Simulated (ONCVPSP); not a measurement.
Before and after: ONCV potential for Cu (Z = 29)

copper (Cu), optimised norm-conserving Vanderbilt (ONCV), made with ONCVPSP 4.0.1 (PBE, scalar-relativistic). Core [Ne], reference 3s2 3p6 3d9 4s2. Waves: 3s+4s: rc 0.95 bohr, ncon 4, nbas 8, qcut 9.7 1/bohr, 3 projectors, debl 1.2 Ha; 3p: rc 0.65 bohr, ncon 4, nbas 7, qcut 15.2 1/bohr, 2 projectors, debl 3.2 Ha; 3d: rc 1.35 bohr, ncon 4, nbas 8, qcut 10 1/bohr, 3 projectors, debl 2.9 Ha. Local part: polynomial inside 0.50 bohr (lpopt 2, dvloc0 0 Ha). Core correction: Teter function, fcfact 4.5, rcfact 1.1.

All-electron outer shells of the reference configuration (PBE, scalar-relativistic, ld1.x):

| shell | level (eV) | outermost node (bohr) | outermost maximum (bohr) |
| --- | --- | --- | --- |
| 2p | -922.70 | – | 0.16 |
| 3s | -120.00 | 0.29 | 0.61 |
| 3p | -77.31 | 0.26 | 0.62 |
| 3d | -9.52 | – | 0.60 |
| 4s | -5.81 | 0.88 | 2.16 |

Change: core correction Teter function, fcfact 2.4, rcfact 1.1.

Cutoffs: the cutoffs (Ha) at which the residual kinetic energy of the hardest occupied pseudo-wave falls to 1 and 0.1 mHa per electron; they do not see the model core or the augmentation charge, which bear on the density cutoff. Errors are all-electron minus pseudo energies relative to the spin-unpolarised reference configuration.

Task: Predict the effect on cutoff, ghosts and configuration errors.

Result: The potential gets neither clearly harder nor softer (95 Ha and 179 Ha → 95 Ha and 179 Ha); both files keep a bound ghost (s); the errors of the 4 common tests hardly move. A model core, the more so a compact one, raises the density cutoff, which this test does not measure.

```csv
quantity,base,changed
"cutoff, loose",95 Ha,95 Ha
"cutoff, tight",179 Ha,179 Ha
bound ghosts,s,s
GHOST(+) flags under 300 eV,none,none
"error for 3s2 3p6 3d10 4s1, meV [ΔE -1.97 eV]",+23,+23
"error for 3s2 3p6 3d10 4s0, meV [ΔE 6.18 eV]",+49,+49
"error for 3s2 3p6 3d9 4s0, meV [ΔE 27.51 eV]",+7.5,+7.6
"error for 3s2 3p5 3d10 4s1, meV [ΔE 77.56 eV]",-120,-119
s: phases at 0.96 bohr within 0.05 rad from the reference energy up to (Ha; the scan ends near 5),to the end of the scan,to the end of the scan
p: phases at 0.66 bohr within 0.05 rad from the reference energy up to (Ha; the scan ends near 5),to the end of the scan,to the end of the scan
d: phases at 1.37 bohr within 0.05 rad from the reference energy up to (Ha; the scan ends near 5),to the end of the scan,to the end of the scan
"rms error of d²Exc/dni dnj with the model core, mHa",0.64,0.65
```

 A true bound ghost makes a file unfit for plane-wave use even where its test errors are small: the radial tests pick states by their node count and pass the ghost by.
